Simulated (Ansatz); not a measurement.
Geometry optimisation, RKS r2SCAN-D4/def2-SVP (Ansatz).

Input:

```yaml
crystal:
  periodic: [false, false, false]
  atoms:
    - { symbol: Al, position_ang: [-0.050318, -0.11448, -0.162103] }
    - { symbol: H, position_ang: [-0.023434, -0.307437, 1.393383] }
    - { symbol: Cl, position_ang: [1.769983, 0.023183, -1.211412] }
    - { symbol: "N", position_ang: [-1.592122, -0.143622, -1.012616] }
    - { symbol: H, position_ang: [-2.493925, -0.283857, -0.559256] }
    - { symbol: H, position_ang: [-1.720446, -0.022891, -2.0155] }
    - { symbol: F, position_ang: [0.141468, 2.272859, 1.434208] }
    - { symbol: H, position_ang: [0.130893, 1.474445, 1.910296] }
basis:
  gaussian: { orbitals: def2-SVP }
hamiltonian:
  xc: r2scan
  dispersion: d4
relax:
  f_tol: 0.03
  max_steps: 50
output:
  orbitals: {}
```

Launched with:

```bash
$ ansatz run input.yaml --threads 2 --pin off --max-ram 3072MiB --backend cpu --events-out ev --progress --plain --runs-dir out
```

Question: Where does it end, and by what steps?

Answer: It converged. After 16 steps the energy has fallen by 0.273 eV; F7 moved furthest, 0.64 Å. Joined: Al1–F7 (2.88 → 2.09 Å).

```json
{"step": "0", "energy less start (eV)": "0.0000", "largest force component (eV/Å)": "0.319", "accepted": "yes"}
{"step": "1", "energy less start (eV)": "-0.0789", "largest force component (eV/Å)": "0.744", "accepted": "yes"}
{"step": "2", "energy less start (eV)": "-0.1874", "largest force component (eV/Å)": "1.051", "accepted": "yes"}
{"step": "3", "energy less start (eV)": "-0.2580", "largest force component (eV/Å)": "0.230", "accepted": "yes"}
{"step": "4", "energy less start (eV)": "-0.2648", "largest force component (eV/Å)": "0.197", "accepted": "yes"}
{"step": "5", "energy less start (eV)": "-0.2612", "largest force component (eV/Å)": "0.210", "accepted": "no"}
{"step": "6", "energy less start (eV)": "-0.2684", "largest force component (eV/Å)": "0.121", "accepted": "yes"}
{"step": "7", "energy less start (eV)": "-0.2689", "largest force component (eV/Å)": "0.058", "accepted": "yes"}
{"step": "8", "energy less start (eV)": "-0.2694", "largest force component (eV/Å)": "0.045", "accepted": "yes"}
{"step": "9", "energy less start (eV)": "-0.2700", "largest force component (eV/Å)": "0.063", "accepted": "yes"}
{"step": "10", "energy less start (eV)": "-0.2551", "largest force component (eV/Å)": "1.005", "accepted": "no"}
{"step": "11", "energy less start (eV)": "-0.2710", "largest force component (eV/Å)": "0.044", "accepted": "yes"}
{"step": "12", "energy less start (eV)": "-0.2709", "largest force component (eV/Å)": "0.327", "accepted": "no"}
{"step": "13", "energy less start (eV)": "-0.2718", "largest force component (eV/Å)": "0.042", "accepted": "yes"}
{"step": "14", "energy less start (eV)": "-0.2724", "largest force component (eV/Å)": "0.102", "accepted": "yes"}
{"step": "15", "energy less start (eV)": "-0.2717", "largest force component (eV/Å)": "0.062", "accepted": "no"}
{"step": "16", "energy less start (eV)": "-0.2727", "largest force component (eV/Å)": "0.026", "accepted": "yes"}
```

```xyz
8
Properties=species:S:1:pos:R:3
Al -0.059 0.023 0.006
H -0.019 -0.534 1.502
Cl 1.750 0.152 -1.098
N -1.570 -0.032 -0.915
H -2.473 -0.313 -0.547
H -1.645 0.140 -1.912
F 0.040 1.891 0.931
H 0.138 1.572 1.810
```

The run took 52 s on 2 threads of Arm Neoverse V1 (shared host), peak memory 0.16 GiB.
